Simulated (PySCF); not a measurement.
## CoOCl, quintet: computed properties

These are results of UPBE0/[Co def2-TZVP, O def2-TZVP, Cl def2-TZVP], no relativity, density fitting, PySCF, not measurements.

The structure is a minimum.

- Point group: C∞v
- Bond lengths: Co–Cl 2.123 Å, Co–O 1.620 Å
- Bond angles: Cl–Co–O 180.0°
- Highest occupied level (β): -8.90 eV
- Zero-point energy: 8.9 kJ/mol
- Enthalpy at 298.15 K above 0 K: 13.47 kJ/mol
- Principal quadrupole moments (Buckingham, traceless) about the centre of mass: -11.62, 5.81, 5.81 D Å
- Lowest empty level (β): -4.33 eV
- Heat capacity Cp at 298.15 K: 53.6 J/(mol K)
- Atomisation energy without zero-point energy: 762 kJ/mol
- Rotational constants: 0.09453 cm⁻¹
- Spin squared ⟨S²⟩: 6.021
- Entropy at 298.15 K and 1 bar (electronic part: spin only): 286.6 J/(mol K)
- Dipole moment: 0.19 D
- Rotational symmetry number: 1
- Principal polarisabilities: 25.2, 25.2, 71.7 bohr³

Harmonic modes (masses in u: Co 58.933, O 15.995, Cl 34.969):
```
symmetry  ω (cm⁻¹)  IR (km/mol, summed over degenerate members)  μ (u)     type
       π        99                                         67.1  24.98     bend
      σ+       415                                         39.9  34.02  stretch
      σ+       878                                         36.3  19.46  stretch
```

In C∞v the vibrations span π + 2σ+.

Charges (e):
```json
{"atom": "Co1", "Mulliken": "0.82", "Löwdin": "0.27", "polar tensor": "1.09", "spin (Mulliken)": "2.85", "Mayer order to Co1": "–"}
{"atom": "O2", "Mulliken": "-0.45", "Löwdin": "-0.25", "polar tensor": "-0.47", "spin (Mulliken)": "1.07", "Mayer order to Co1": "1.79"}
{"atom": "Cl3", "Mulliken": "-0.37", "Löwdin": "-0.02", "polar tensor": "-0.62", "spin (Mulliken)": "0.08", "Mayer order to Co1": "0.99"}
```

Mulliken populations on Co1: s 6.49, p 12.34, d 7.35, f 0.00.

Outer orbital energies (eV). α occupied: -13.37, -12.13, -10.26, -10.23, -10.23, -9.65, -8.93, -8.93; empty: -0.67, 1.36, 1.36, 3.48. β occupied: -22.34, -11.64, -10.34, -10.20, -10.20, -9.69, -8.90, -8.90; empty: -4.33, -3.85, -3.85, -3.61.

Formally Co is in oxidation state +3, d6, with 4 unpaired electrons (the high-spin count). The Mulliken spin on Co is 2.85. The polar-tensor charge on Co, 1.09, is far below the formal one.

This need not be the most stable arrangement of these atoms. Open d and f shells are described by one determinant, and the ground state may have another occupation or spin.

The final relaxation and frequency run took 43 s on 4 threads of a shared Arm Neoverse N1 host, with 113 basis functions and 9 gradients; the process peaked at 1.1 GiB.
